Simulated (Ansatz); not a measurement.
Species, as SMILES: [C]F (C-F), doublet.
Atoms: C1, F2. Bonds: C1-F2.

Basis-set convergence of the optimised C1-F2 bond length at PBE with Ansatz (a first-principles code). Cartesian d functions, on some or all atoms, in 6-31+G*; all else is spherical. Open shells are unrestricted. No added dispersion term, no relativity. Reference: the value in pcseg-4, 1.2848 Å, itself unsure by roughly 0.0002 Å (its mean distance from aug-pcseg-3, aug-cc-pVQZ, cc-pV5Z). Deviations are taken from unrounded values.

| basis | functions |
|---|---|
| cc-pVDZ | 28 |
| 6-31+G* | 38 |
| 6-311+G** | 44 |
| 6-311++G(2d,2p) | 54 |
| cc-pVTZ | 60 |
| 6-311++G(3df,3pd) | 78 |
| cc-pCVTZ | 86 |
| cc-pVQZ | 110 |
| cc-pV5Z | 182 |

Q: Which is the smallest set listed that can be trusted to 0.01 Å here, that is, within that of the reference together with its larger relatives (same family, alike in diffuse functions; a set with none to test it counts only in the reference's own line)?

A: The smallest set listed that lies within 0.01 Å of the reference with all its larger relatives (same family, alike in diffuse functions; a set with none counts only in the reference's own line) is 6-311+G** (44 functions, 0.0070 Å off). Inside, with no larger relative to test it: cc-pCVTZ. Value minus reference: cc-pVDZ 0.0134, 6-31+G* 0.0159, 6-311+G** 0.0070, 6-311++G(2d,2p) 0.0036, cc-pVTZ 0.0022, 6-311++G(3df,3pd) -0.0014, cc-pCVTZ 0.0014, cc-pVQZ 0.0005, cc-pV5Z 0.0003 Å.
